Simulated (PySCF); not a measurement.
A GIAO shielding run with PySCF 2.14.0 with density-fitted response routines (density fitting, non-relativistic, gas phase) on SMILES N#C[C@@H](CC)CN[SiH3], C₅H₁₂N₂Si:

```
$ OMP_NUM_THREADS=1 python probes_run.py task.json out

{"job": {"kind": "nmr", "xc": "PBE0", "basis": "pcSseg-1"}, "charge": 0, "multiplicity": 1}
C     -2.379024     1.008738     0.668953
C     -2.017701    -0.357499     0.099815
C     -0.668854    -0.350060    -0.639804
C     -0.571889    -1.522863    -1.475088
N     -0.485497    -2.467416    -2.114293
C      0.539139    -0.337119     0.320543
N      1.773326    -0.208326    -0.406225
Si     3.163064     0.605800     0.194470
H     -1.630170     1.350506     1.379068
H     -3.335321     0.952938     1.183775
H     -2.462012     1.746534    -0.126284
H     -1.974231    -1.095175     0.904630
H     -2.799952    -0.672728    -0.595547
H     -0.605125     0.529980    -1.291039
H      0.454679     0.518304     0.992571
H      0.512613    -1.252625     0.931848
H      1.911162    -0.980214    -1.042552
H      2.689991     1.934706     0.588907
H      3.801745    -0.019812     1.363141
H      4.078909     0.627011    -0.939927
```

Hardware: 1 thread of an Arm Neoverse N1, shared host. The job also computes population analyses, field gradients.

Problem. How large is the calculation?

Solution. 70 electrons, 203 basis functions and 1064 auxiliary functions.

Problem. How long does it take, and how much memory does it need?

Solution. 67 s of wall time, with 14 SCF cycles and 5 response iterations; peak memory 0.91 GiB. Times on a shared host scatter by some tens of per cent.
